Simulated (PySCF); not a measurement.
These are TPSSh-D3(BJ)/def2-TZVP // BP86-D3(BJ)/def2-SVP run with PySCF values and carry that method's errors. Gas-phase values, no solvent. One relaxed conformer stands for a flexible species; it need not be the lowest. 

Reference species: [Ta(OH)2(NH2)3] (neutral, multiplicity 1).

```
Item                                    Value
-------------------------------------  ------
coordination number                         5
charge on the central atom (Mulliken)  1.42 e
```

Changed species: [Ta(OH)(NH2)4] (4 of 5 OH replaced by NH2; the reference has 3 of 5 OH replaced by NH2).

Question: Predict the effect on the coordination number and charge on the central atom (Mulliken).

Answer: the coordination number hardly moves; the charge on the central atom (Mulliken) increases by 0.02 e, to 1.44 e.
